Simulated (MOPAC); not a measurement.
MOPAC input (AM1):

```
AM1 FORCE THERMO(298,298) PRECISE LET CHARGE=-1 GEO-OK AUX(PRECISION=9) THREADS=1
C2H9OSi2

C     2.20753107 1    1.01052348 1   -0.10864074 1
Si    1.70241809 1   -0.46382716 1    0.36408604 1
O    -0.04807989 1   -0.86109115 1    0.11338139 1
Si   -1.54850511 1   -0.30714252 1   -0.45780395 1
C    -2.09583878 1    1.31619058 1    0.16240175 1
H     2.18849616 1    1.89917691 1    0.52501562 1
H     2.57208560 1    1.24290906 1   -1.11098689 1
H     1.74926277 1   -0.75929653 1    1.80803667 1
H     2.25688180 1   -1.62802587 1   -0.35069842 1
H    -1.64139294 1   -0.25158658 1   -1.92115156 1
H    -2.59036952 1   -1.26686380 1   -0.06744498 1
H    -1.33884504 1    2.10127147 1   -0.06894220 1
H    -2.22804413 1    1.30278366 1    1.26836738 1
H    -3.06275733 1    1.63391319 1   -0.28846897 1
```

Output:

```
 *******************************************************************************
 **                                                                           **
 **                              MOPAC v23.2.5                                **
 **                                                                           **
 *******************************************************************************
 ** MOPAC's Digital Object Identifier: https://doi.org/10.5281/zenodo.6511958 **
 **                                                                           **
 ** Please cite the open-source release paper for use of this MOPAC version:  **
 ** J. E. Moussa and J. J. P. Stewart (2026)                                  **
 ** MOPAC: An open-source semiempirical molecular orbital program             **
 ** J. Open Source Softw., 11(119), 8025, https://doi.org/10.21105/joss.08025 **
 *******************************************************************************

                              AM1 CALCULATION RESULTS

 *******************************************************************************
 *  AM1        - The AM1 Hamiltonian to be used
 *  GEO-OK     - OVERRIDE INTERATOMIC DISTANCE AND OTHER SAFETY CHECKS
 *
 *
 *
 *                 CHARGE ON SYSTEM = -1
 *
 *
 *
 *  LET        - OVERRIDE SOME SAFETY CHECKS
 *  PRECISE    - TIGHTER CRITERIA TO BE USED
 *  FORCE      - FORCE CALCULATION SPECIFIED
 *  AUX        - OUTPUT AUXILIARY INFORMATION
 *  THERMO     - THERMODYNAMIC QUANTITIES TO BE CALCULATED
 *******************************************************************************
AM1 FORCE THERMO(298,298) PRECISE LET CHARGE=-1 GEO-OK AUX(PRECISION=9) THREADS=1
 C2H9OSi2

   ATOM   CHEMICAL          X               Y               Z
  NUMBER   SYMBOL      (ANGSTROMS)     (ANGSTROMS)     (ANGSTROMS)

     1       C          2.20753107  *   1.01052348  *  -0.10864074  *
     2      Si          1.70241809  *  -0.46382716  *   0.36408604  *
     3       O         -0.04807989  *  -0.86109115  *   0.11338139  *
     4      Si         -1.54850511  *  -0.30714252  *  -0.45780395  *
     5       C         -2.09583878  *   1.31619058  *   0.16240175  *
     6       H          2.18849616  *   1.89917691  *   0.52501562  *
     7       H          2.57208560  *   1.24290906  *  -1.11098689  *
     8       H          1.74926277  *  -0.75929653  *   1.80803667  *
     9       H          2.25688180  *  -1.62802587  *  -0.35069842  *
    10       H         -1.64139294  *  -0.25158658  *  -1.92115156  *
    11       H         -2.59036952  *  -1.26686380  *  -0.06744498  *
    12       H         -1.33884504  *   2.10127147  *  -0.06894220  *
    13       H         -2.22804413  *   1.30278366  *   1.26836738  *
    14       H         -3.06275733  *   1.63391319  *  -0.28846897  *

          CARTESIAN COORDINATES

    NO.       ATOM           X           Y           Z

     1         C          2.2075      1.0105     -0.1086
     2        Si          1.7024     -0.4638      0.3641
     3         O         -0.0481     -0.8611      0.1134
     4        Si         -1.5485     -0.3071     -0.4578
[...]
 TRAVEL (Ang.)       0.2072         C  5 -- H 14          +2.3% ( 15.7%)     31.2%
 REDUCED MASS        0.5119         Si 4 -- C  5          +0.9% (  9.6%)      0.0%
 EFFECTIVE MASS      1.4730
 FORCE CONSTANT      2.8398

 VIBRATION         33   33A           ATOM PAIR      ENERGY CONTRIBUTION    RADIAL
 FREQUENCY          3073.86         C  5 -- H 14         +63.1% ( 81.7%)     99.1%
 TRANSITION DIPOLE   0.0736         C  5 -- H 13         +27.2% ( 53.7%)     92.1%
 TRAVEL (Ang.)       0.2092         C  5 -- H 12          +8.8% ( 30.6%)     72.1%
 REDUCED MASS        0.5011         Si 4 -- C  5          +0.9% (  9.6%)      0.0%
 EFFECTIVE MASS      1.4737
 FORCE CONSTANT      2.7895

 VIBRATION         34   34A           ATOM PAIR      ENERGY CONTRIBUTION    RADIAL
 FREQUENCY          3169.37         C  5 -- H 13         +34.3% ( 56.3%)     97.2%
 TRANSITION DIPOLE   0.1041         C  5 -- H 14         +34.1% ( 56.1%)     97.1%
 TRAVEL (Ang.)       0.2548         C  5 -- H 12         +31.5% ( 53.9%)     96.7%
 REDUCED MASS        0.3276         Si 4 -- C  5          +0.2% (  3.9%)     99.9%
 EFFECTIVE MASS      1.1222
 FORCE CONSTANT      1.9389

 VIBRATION         35   35A           ATOM PAIR      ENERGY CONTRIBUTION    RADIAL
 FREQUENCY          3180.27         C  1 -- H  6         +49.7% ( 72.4%)     97.7%
 TRANSITION DIPOLE   0.1268         C  1 -- H  7         +49.4% ( 72.2%)     97.6%
 TRAVEL (Ang.)       0.2026         C  1 -- Si 2          +0.9% (  9.9%)      0.0%
 REDUCED MASS        0.5165
 EFFECTIVE MASS      1.5196
 FORCE CONSTANT      3.0776

 VIBRATION         36   36A           ATOM PAIR      ENERGY CONTRIBUTION    RADIAL
 FREQUENCY          3242.48         C  1 -- H  7         +49.9% ( 69.4%)     96.9%
 TRANSITION DIPOLE   0.0971         C  1 -- H  6         +49.6% ( 69.2%)     96.9%
 TRAVEL (Ang.)       0.2073         C  1 -- Si 2          +0.5% (  7.3%)     99.9%
 REDUCED MASS        0.4838
 EFFECTIVE MASS      1.2536
 FORCE CONSTANT      2.9966

      SYMMETRY NUMBER FOR POINT-GROUP C1  =  1

          SYSTEM IS A GROUND STATE

 C2H9OSi2

          MOLECULE IS NOT LINEAR

          THERE ARE 36 GENUINE VIBRATIONS IN THIS SYSTEM
          THIS THERMODYNAMICS CALCULATION IS LIMITED TO
          MOLECULES WHICH HAVE NO INTERNAL ROTATIONS

                    CALCULATED THERMODYNAMIC PROPERTIES
                                          *
   TEMP. (K)   PARTITION FUNCTION   H.O.F.    ENTHALPY  HEAT CAPACITY ENTROPY
                                   KCAL/MOL   CAL/MOLE    CAL/K/MOL  CAL/K/MOL

 298.00  VIB.     0.2180D+04                  4041.2849    25.4772    28.8375
         ROT.     0.2532D+06                   888.2803     2.9808    27.7052
         INT.     0.5520D+09                  4929.5652    28.4580    56.5427
         TRA.     0.1044D+28                  1480.4672     4.9680    39.8687
         TOT.                      -95.318    6410.0324    33.4260    96.4114

   *: NOTE: HEATS OF FORMATION ARE RELATIVE TO THE
            ELEMENTS IN THEIR STANDARD STATE AT 298K
              (=  Standard Enthalpy of Formation).

            Hvib:  Zero-point energy is not included.
                   frequencies of less than zero cm-1 are not included.
            Hrot = (3/2)RT
            Htra = (3/2)RT + pV = (5/2)RT

            Heat capacity is Cp, not Cv

          For more information, see: HTTP://OpenMOPAC.net/Manual/thermochemistry.html

           FORCE CONSTANT IN CARTESIAN COORDINATES (Millidynes/A)

    ATOM   CHEMICAL       X               Y               Z
   NUMBER   SYMBOL  FORCE CONSTANT  FORCE CONSTANT  FORCE CONSTANT

      1       C        9.201636        1.444596        7.627457
      2      Si        7.679475        3.991285        4.456644
      3       O        1.141065        7.702648        0.370467
      4      Si        4.113017        7.126296        4.050693
      5       C        6.486970        7.167139        6.283044
      6       H        2.277451        0.196820        4.120014
      7       H        2.275619        0.198946        4.122136
      8       H        0.820888        0.659782        1.876082
      9       H        0.825346        0.663835        1.870692
     10       H        0.504149        0.643773        2.235908
     11       H        2.278827        0.783620        0.331930
     12       H        4.519625        1.435775        0.661862
     13       H        1.170442        0.826304        4.626604
     14       H        0.680983        5.286962        0.663358

 **********************
 *                    *
 * JOB ENDED NORMALLY *
 *                    *
 **********************

 == MOPAC DONE ==
```

The dipole moment of an ion depends on the origin.
